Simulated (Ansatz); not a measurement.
Si7PH16²⁺, a doped cluster cut from the lattice of silicon (P on a surface site). Charge 2, multiplicity 2. Geometry PBE0-D4/def2-SVP, that of the charge +1 singlet; atoms count from 1.

```xyz
24

Si    1.6709   -1.2497    1.4292
Si    0.6779    0.7110   -2.2877
Si   -0.5631    2.1508    1.2065
Si   -1.8219   -1.6410   -0.4328
P     0.9532    0.7756    2.2762
Si    0.0981    2.5939   -1.0070
Si   -0.1455   -2.6387    0.8772
Si   -1.0565   -0.8535   -2.5059
H     2.4895   -1.7306    2.5798
H     2.5452   -0.7976    0.3134
H     1.0780    1.2411   -3.6271
H     1.8705    0.0834   -1.6379
H    -0.5174    3.3339    2.1138
H    -1.8258    1.3877    1.3993
H    -2.4040   -0.5213    0.3708
H    -2.8655   -2.6942   -0.6244
H     2.1084    1.5495    2.5468
H     0.4557    0.5370    3.5809
H     1.2512    3.5349   -0.8670
H    -1.0878    3.3107   -1.5664
H     0.5152   -3.7787    0.1725
H    -0.6810   -3.0890    2.1981
H    -0.5440   -2.0123   -3.2970
H    -2.2013   -0.2030   -3.2112
```

(1) Estimate the Mulliken populations from the PBE0/def2-TZVP orbitals of Ansatz.

(2) Where does the spin sit?

(3) And the Mayer bond orders between bonded heavy atoms (over 0.3)?

Answers

(1) 
| atom | charge (e) | spin (α − β) |
| --- | --- | --- |
| Si1 | 0.03 | 0.00 |
| Si2 | 0.03 | 0.23 |
| Si3 | 0.03 | 0.00 |
| Si4 | 0.03 | 0.23 |
| P5 | -0.03 | 0.00 |
| Si6 | 0.00 | 0.05 |
| Si7 | 0.00 | 0.05 |
| Si8 | 0.08 | 0.33 |
| H9 | 0.12 | 0.00 |
| H10 | 0.07 | 0.00 |
| H11 | 0.13 | 0.03 |
| H12 | 0.06 | 0.00 |
| H13 | 0.12 | 0.00 |
| H14 | 0.07 | 0.00 |
| H15 | 0.06 | 0.00 |
| H16 | 0.13 | 0.03 |
| H17 | 0.20 | 0.00 |
| H18 | 0.20 | 0.00 |
| H19 | 0.12 | 0.03 |
| H20 | 0.10 | 0.00 |
| H21 | 0.10 | 0.00 |
| H22 | 0.12 | 0.03 |
| H23 | 0.12 | 0.00 |
| H24 | 0.12 | 0.00 |
Mulliken values and Mayer orders depend strongly on the basis.

(2) Summed by element: Si 0.90, P 0.00, H 0.10, of 1 unpaired in all. Largest on single atoms: Si8 0.33, Si2 0.23, Si4 0.23.

(3) Si1–P5 0.89 (2.31 Å); Si1–Si7 0.93 (2.35 Å); Si2–Si6 0.89 (2.35 Å); Si2–Si8 0.77 (2.35 Å); Si3–P5 0.89 (2.31 Å); Si3–Si6 0.93 (2.35 Å); Si4–Si7 0.89 (2.35 Å); Si4–Si8 0.77 (2.35 Å).
